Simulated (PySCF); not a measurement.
## Polarisability and C₆ of Os (osmium, neutral)

[Xe] 4f14 5d7 6s1, high-spin 5F determinant (an excited configuration). All numbers are calculated (PySCF 2.14, a scalar-relativistic core potential, in aug-cc-pVTZ-PP with ECP60MDF (6s6p5d3f2g, 88 functions)). Coupled (time-dependent) response in atomic units; α is the mean over directions.

```json
{"method": "UHF", "mean α (bohr³)": "62.49", "C₆ (like pair)": "643.7", "S(−4)": "2145"}
{"method": "PBE", "mean α (bohr³)": "48.94", "C₆ (like pair)": "506.9", "S(−4)": "1053"}
{"method": "PBE0", "mean α (bohr³)": "49.79", "C₆ (like pair)": "515.0", "S(−4)": "1066"}
```

S(−4) is the Cauchy moment in α(ω) = α(0) + S(−4) ω² + …

Spin-orbit coupling is absent.

α(iu) at UHF:

```tsv
u (hartree)	α(iu) (bohr³)
0	62.49
0.0500	57.70
0.100	47.81
0.200	31.21
0.300	22.03
0.500	13.49
0.750	8.796
1.00	6.325
1.50	3.801
2.00	2.555
3.00	1.379
5.00	0.5809
```

A single London oscillator, α(iu) = α/(1 + u²/ω²), gives C₆ = (3/4) ω α². Matching the computed C₆ needs ω = 4 × 643.7 / (3 × 62.49²) = 0.220 hartree.

Energies and moments cover only the electrons outside the core potential. Spin-orbit coupling, absent here, splits the open shell strongly.
